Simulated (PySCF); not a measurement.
PySCF input file for BHN, SMILES [B]=N, multiplicity 2, PBE/pcH-1. Geometry: PBE-D3(BJ)/def2-TZVPD. The isomer is the one that the SMILES or the coordinates give; other isomers of the formula were not compared.

```python
import numpy as np
from pyscf import gto, scf, dft
from pyscf.prop.hfc import uks as hfc
from pyscf.prop.gtensor import uks as gtensor

mol = gto.M(
    atom='''
    B     0.00000000    0.00000000   -0.84286691
    N     0.00000000    0.00000000    0.40164293
    H     0.00000000    0.00000000    1.40283399
    ''',
    basis='pcH-1',
    charge=0,
    spin=1,
    max_memory=1600,
    verbose=3,
)
mf = dft.UKS(mol, xc='pbe')
mf.grids.level = 3
mf.conv_tol = 1e-10
mf.max_cycle = 100
mf.kernel()
fine, coarse = mf.grids, dft.Grids(mol).set(level=1).build(with_non0tab=True)
for _ in range(3):  # follow internal instabilities
    mf.grids = coarse
    mo, _, stable, _ = mf.stability(return_status=True, nroots=4)
    mf.grids = fine
    if stable:
        break
    mf.kernel(mf.make_rdm1(mo, mf.mo_occ))
A = hfc.HFC(mf).make_fcdip(mf.make_rdm1())  # Fermi contact and dipolar terms, MHz
print('atom   A(iso)/MHz   principal dipolar parts/MHz')
for i, a in enumerate(A):
    w = np.linalg.eigvalsh((a + a.T) / 2)
    print(f'{mol.atom_symbol(i):2s}{i + 1:3d} {w.mean():12.2f}', (w - w.mean()).round(2))
gt = gtensor.GTensor(mf)
gt.dia_soc2e, gt.para_soc2e, gt.so_eff_charge = None, None, True
gt.max_cycle_cphf = 60
g = gt.kernel()
```

Output:

```

WARN: HOMO -0.241024091897584 >= LUMO -0.241024091897582


WARN: HOMO -0.156042459329371 >= LUMO -0.156042459329349

converged SCF energy = -80.0191039116873  <S^2> = 0.7656478  2S+1 = 2.0155871
<class 'pyscf.dft.uks.UKS'> wavefunction is stable in the internal stability analysis
atom   A(iso)/MHz   principal dipolar parts/MHz
B   1      1080.39 [-24.55 -24.55  49.11]
N   2        46.92 [-6.36 -6.36 12.72]
H   3        30.93 [-0.07 -0.07  0.15]
SOC(1e)/OZ [-8.11966318e-04 -8.11966618e-04 -1.40474430e-18]
free electron g 2.00231930436182
g-tensor total [2.00145331 2.00145331 2.00225769]
g-shift (ppt) [-0.86599074 -0.86599105 -0.06161591]
```

The run converged.

Cost: roughly 5 core-seconds.
